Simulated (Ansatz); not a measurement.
Coupled-cluster diagnostics for In(PF3)H3 (InPH3F3), Ansatz.

Geometry of the singlet (r2SCAN-D4/def2-SVP):

Cartesian coordinates in Å:
```
In 1.001 0.814 1.065
P -0.689 -0.563 -0.739
F -0.482 -0.357 -2.300
F -2.253 -0.295 -0.662
F -0.711 -2.151 -0.702
H 0.187 0.153 2.443
H 0.523 2.358 0.443
H 2.424 0.042 0.453
```

In the def2 sets In takes a core potential; there is no spin–orbit coupling. Correlated methods freeze 12 core orbitals; core or outer-core shells of In are correlated, in sets that lack core-valence functions.

Task: Estimate the CCSD(T) correlation energy, the shares of MP2 and (T), T1 and the reference's ⟨S²⟩ for: charge 0, singlet, own geometry in def2-TZVP; and the rough time on 4 threads of Intel Xeon on a shared host.

Result: 
| state | basis | correlation (eV) | MP2 share (%) | (T) share (%) | T1 | ⟨S²⟩ (pure) | wall time |
| --- | --- | --- | --- | --- | --- | --- | --- |
| charge 0, singlet, own geometry | def2-TZVP | -33.961 | 95.6 | 3.0 | 0.015 | 0.00 (0.00) | 3 min |
Customary marks for T1 are 0.02 (closed shells), 0.045 (open shells) and about 0.05 (3d metals). T1 stays under 0.02 throughout.
